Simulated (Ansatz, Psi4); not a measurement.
Psi4 was given this input:
```
memory 2 GB

molecule {
0 4
N     0.00000000    0.00000000    0.00000000
}

set {
  basis 6-311g**
  reference uhf
  freeze_core true
  mp2_type conv
  scf_type pk
  puream true
  d_convergence 1e-8
}

energy('mp2')
print_variables()
```

Give the equivalent Ansatz (a quantum-chemistry and plane-wave program) input.

One answer among several that fit: 
Ansatz 0.2 input:
```yaml
crystal:
  periodic: [false, false, false]
  atoms:
    - {symbol: N, position_ang: [0.00000000, 0.00000000, 0.00000000]}
basis:
  gaussian:
    orbitals: 6-311G__.json
magnetization: {spin_polarized: true, initial_magnetization: 3}
correlation: {method: mp2, electrons: outside_noble_gas}
accuracy: high
```
The basis file holds 6-311G** in the JSON format of the Basis Set Exchange.

Both were run: Psi4 gave -54.475051 Eh and Ansatz -54.475051 Eh, 0.000 mEh apart.
